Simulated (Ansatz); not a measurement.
C3H6OSi (`C1=C[SiH2]OC1`), relaxed with RKS PBE-D4/def2-SVP in Ansatz from a rough embedded geometry. The force threshold is 0.03 eV/Å; the program also tests the step.

The species carries charge 0 and has multiplicity 1.

Start:

```xyz
11

C     1.121    0.219   -0.105
C     0.253    1.167    0.142
Si   -1.389    0.352    0.254
O    -0.806   -1.153   -0.004
C     0.600   -1.196   -0.302
H     2.219    0.426   -0.313
H     0.439    2.235    0.316
H    -1.903    0.448    1.694
H    -2.344    0.885   -0.766
H     0.762   -1.542   -1.319
H     1.049   -1.840    0.404
```

(1) How much energy does the relaxation release, and in how many steps? (Best estimate.)

(2) Which bonds change most? (Estimate.)

(3) Give the relaxed structure. (Estimate.)

Answers

(1) Ansatz gave: 0.37 eV, in 5 steps.

(2) Computed: Si3–O4 from 1.634 to 1.702 Å; C5–H11 from 1.056 to 1.118 Å; C1–C2 from 1.309 to 1.353 Å; C2–Si3 from 1.836 to 1.872 Å.

(3) Computed: 
```xyz
11

C     1.144    0.231   -0.151
C     0.268    1.214    0.160
Si   -1.406    0.388    0.304
O    -0.811   -1.164   -0.061
C     0.587   -1.164   -0.297
H     2.228    0.389   -0.305
H     0.578    2.262    0.283
H    -2.044    0.430    1.668
H    -2.442    0.834   -0.695
H     0.802   -1.563   -1.319
H     1.096   -1.859    0.415
```
